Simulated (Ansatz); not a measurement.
Saddle point of GeH2Cl2O, singlet (GeHClO ([OH][Ge][Cl]) + HCl → GeH₂Cl₂O ([OH2][Ge]([Cl])[Cl]); bonds formed: Ge1–Cl4, O2–H3; bonds broken: H3–Cl4; bonds weakened to dative contacts: Ge1–O2), PBE0-D4/def2-TZVP structure:

```json
{"atom": "Ge1", "x (Å)": "1.3077", "y (Å)": "0.0238", "z (Å)": "0.2915"}
{"atom": "O2", "x (Å)": "-0.0269", "y (Å)": "-0.7102", "z (Å)": "-0.8115"}
{"atom": "H3", "x (Å)": "-0.5729", "y (Å)": "0.6458", "z (Å)": "-0.8639"}
{"atom": "Cl4", "x (Å)": "-0.4753", "y (Å)": "1.9838", "z (Å)": "-0.4728"}
{"atom": "Cl5", "x (Å)": "0.3927", "y (Å)": "-0.6538", "z (Å)": "2.1812"}
{"atom": "H6", "x (Å)": "-0.6253", "y (Å)": "-1.2894", "z (Å)": "-0.3245"}
```

Energies are electronic, without zero-point energy. Barriers and step energies count from the start structure reached by relaxing down the imaginary mode; all methods use the PBE0-D4 structures, on which another method's saddle can fall below an end. Ansatz 0.2.0; basis: def2-TZVPP, with def2-QZVPP for the basis limit; cores frozen in the correlated methods. Filled d shells of the heavier atoms are correlated. The def2 sets are not built for correlating such inner shells, so the correlated values are less sure here. B3LYP uses VWN-RPA correlation. Extrapolation: Hartree–Fock as exp(−7.88 √X), correlation as X^−2.97.

```csv
method,barrier (kcal/mol),step energy (kcal/mol)
SPW92,-3.46,-18.74
PBE-D4,0.98,-16.66
BLYP-D4,3.30,-14.56
r2SCAN-D4,2.19,-16.93
B97M-V,5.34,-16.00
PBE0-D4,?,-17.42
B3LYP-D4,4.66,-15.33
r2SCAN0-D4,?,-17.55
BHLYP-D4,6.82,-16.16
CAM-B3LYP-D4,5.83,-14.31
wB97X-V,5.66,-15.35
wB97M-V,?,-16.49
B2PLYP,6.34,-13.68
PBE-QIDH,4.90,-16.28
RPA on PBE,7.16,-12.17
HF,14.72,-12.94
MP2,5.31,-14.45
CCSD,8.41,-13.28
CCSD(T),6.85,-13.53
```

(1) Fill in the withheld barriers. (Judge from chemistry; the value comes from the calculation.)

No T1 diagnostic of these runs exceeds 0.014.

## Answers

(1) Computed: wB97M-V 4.89; PBE0-D4 2.93; r2SCAN0-D4 3.64 kcal/mol. Each is the energy of the saddle less that of the start structure, by the same method.

For comparison, the barrier by CCSD(T) at an estimated basis limit (MP2 extrapolated from triple and quadruple zeta, plus CCSD(T) − MP2 in triple zeta) is 5.75 kcal/mol.

Labels in which every atom is bracketed show which atoms are joined, not bond orders.

For scale, one of the runs: CCSD(T)/def2-TZVPP, 191 basis functions, launched by `ansatz run in.yaml --threads 4 --pin off --events-out ev --progress --plain --max-ram 9574MiB`. Hardware: 4 CPU threads of an Intel Xeon Platinum 8259CL, shared host. Wall time 45 s; peak host memory 2.1 GiB.
